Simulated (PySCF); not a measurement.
Radial density of Sm (samarium, neutral)

B97-3, [Xe] 4f5 6s2 6p1, one real determinant (an excited configuration). All numbers are calculated (PySCF 2.14, scalar relativity by spin-free X2C-1e, in ANO-RCC-VTZP).

```tsv
r (bohr)	4πr²ρ (e/bohr)	4πr²(ρα − ρβ)
0.0201	79.25	0.0037
0.0339	73.15	0.0093
0.0570	102.7	0.0138
0.0959	94.50	0.0156
0.161	88.50	0.2486
0.271	68.78	1.6045
0.456	41.29	4.8857
0.767	28.64	5.1409
1.29	10.40	2.0382
2.17	2.885	0.1770
3.65	0.9385	0.2631
6.14	0.2681	0.1431
10.3	0.005457	0.0044
17.4	1.224e-05	0.0000
```

Densities and radii are taken from the X2C orbitals without a picture-change correction, which distorts them close to the nucleus.

⟨L²⟩ = 27.61 against 42 for a pure I term, so this real determinant mixes terms. Spin-orbit coupling, absent here, splits the open shell strongly. ⟨S²⟩ = 12.46 against 12.00 shows spin contamination. The s, p, d and f populations moved away from the nominal configuration during the SCF.
